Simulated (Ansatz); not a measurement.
Consider the ligand exchange at the Al–O bond: `B[O][Al]([OH])[F]` + `O[SiH3]` → `[OH][Al]([F])[O][SiH3]` + `BO`.

Isolated molecules relaxed with PBE0-D4/def2-TZVP in Ansatz; ΔE leaves out vibrations. CCSD(T)/CBS is the MP2 limit (def2-TZVPP, def2-QZVPP) plus CCSD(T) − MP2 in def2-TZVPP, frozen cores. This one scheme is used for every species. DFT in def2-TZVPP. Each species was taken in one conformer, which may not be the lowest.

```csv
species,PBE0-D4 energy (Eh)
`B[O][Al]([OH])[F]`,-519.32290
`O[SiH3]`,-366.99139
`[OH][Al]([F])[O][SiH3]`,-784.49540
`BO`,-101.82921
```

Work out ΔE.

ΔE = (-784.49540) + (-101.82921) − (-519.32290) − (-366.99139) = -0.01032 Eh = -0.28 eV. CCSD(T)/CBS gives -0.29 eV.

Largest T1 diagnostic among the species: 0.014.

In def2-TZVPP, CCSD(T) changes the Hartree–Fock value by −0.04 eV (the triples alone add −0.01 eV) and MP2 by −0.04 eV. Leaving LDA and LC-ωPBE aside and taking each functional with its dispersion term where it has one, the values, not all of them listed here, spread over 0.01 eV, from PBE-QIDH to BLYP-D4.
